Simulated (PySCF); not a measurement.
# Spin states of CuS

Unrestricted PBE0; basis Cu def2-TZVPP, S def2-TZVPP; no relativity; PySCF 2.14. Outer shells of the fragments: Cu 3d10 4s1; S 3s2 3p4.

Followed along the bond (rough minima from three points):

```csv
2Ms+1,unpaired,⟨S²⟩ at the start,R at minimum (Å),Te (eV)
2,π ↑,0.76,2.09,0.00
2,σ ↑,0.76,2.05,1.34
4,"σ ↑, π ↑↑",3.76,2.15,1.92
```

Solutions found at the starting distance of 2.120 Å, counted from the lowest of them; the search is not exhaustive and high or unbound solutions are not listed, so other states can lie among these:

| 2Ms+1 | unpaired | term | E (eV) | ⟨S²⟩ | ⟨Lz²⟩ | μ (D) |
| --- | --- | --- | --- | --- | --- | --- |
| 2 | π ↑ | ²Π | 0.00 | 0.76 | 1.01 | -4.38 |
| 2 | σ ↑ | ²Σ⁺ | 1.37 | 0.76 | 0.00 | -5.61 |
| 4 | σ ↑, π ↑↑ | ⁴Σ⁻ | 1.92 | 3.76 | 0.00 | 1.43 |
| 2 | σ ↓, π ↑↑ | mixed | 2.08 | 1.76 | 0.00 | 1.51 |
| 2 | σ ↑, π ↑↓ | mixed | 2.31 | 1.76 | 2.03 | 1.34 |
| 4 | σ ↑↑, π ↑ | ⁴Π | 2.35 | 3.76 | 1.02 | -0.47 |
| 2 | σ ↑ | mixed | 2.98 | 1.38 | 2.01 | -0.32 |
| 2 | δ ↑ | ²Δ | 3.10 | 0.76 | 4.00 | -5.72 |
| 4 | σ ↑, π ↑, δ ↑ | mixed | 3.38 | 3.76 | 5.01 | -1.65 |
| 4 | σ ↑, π ↑, δ ↑ | mixed | 3.41 | 3.76 | 5.02 | -1.65 |

A term symbol is given only where ⟨S²⟩ and ⟨Lz²⟩ are close to those of a pure state; real π, δ and φ orbitals otherwise mix terms. A positive dipole means Cu(−)S(+).

Counting both spins, an empty level lies below a filled one in some of these solutions, because spin and occupation are held. With d or f electrons several states lie close, and the lowest PBE0 determinant need not be the measured ground state.
